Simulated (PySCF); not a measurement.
Zn(Me)2 (C2H6Zn), SMILES [CH3][Zn][CH3].

Coordinates come from a B3LYP-D3(BJ)/def2-SVP optimisation. The isomer is the one that the SMILES or the coordinates give; other isomers of the formula were not compared.

Two levels are set side by side: PBE/def2-TZVPD (PySCF) and CAM-B3LYP/def2-TZVPD (PySCF). Same geometry, gas phase. Differences are taken from unrounded values.

| quantity | CAM-B3LYP |
|---|---|
| orbital gap (eV) | 9.00 |
| highest occupied level (eV) | -8.48 |
| lowest empty level (eV) | 0.51 |
| mean polarisability (bohr³) | 53.3 |

Q: What does PBE give, and how far is it from CAM-B3LYP? (An estimate is asked for; the answer gives what the named calculation found.)

A: 
```json
[
 {"quantity": "orbital gap (eV)", "PBE": "5.38", "PBE minus CAM-B3LYP": "-3.61"},
 {"quantity": "highest occupied level (eV)", "PBE": "-6.04", "PBE minus CAM-B3LYP": "2.44"},
 {"quantity": "lowest empty level (eV)", "PBE": "-0.65", "PBE minus CAM-B3LYP": "-1.17"},
 {"quantity": "mean polarisability (bohr³)", "PBE": "56.9", "PBE minus CAM-B3LYP": "3.6"}
]
```

Without exact exchange PBE keeps part of each electron's self-repulsion, which lifts occupied levels and narrows the gap. PBE's more diffuse valence density responds more strongly to a field. Differences between two approximate levels are no errors against the true value.

Rough cost on one machine, each run with all the roots and properties that it gave: CAM-B3LYP against PBE within a factor of 2.
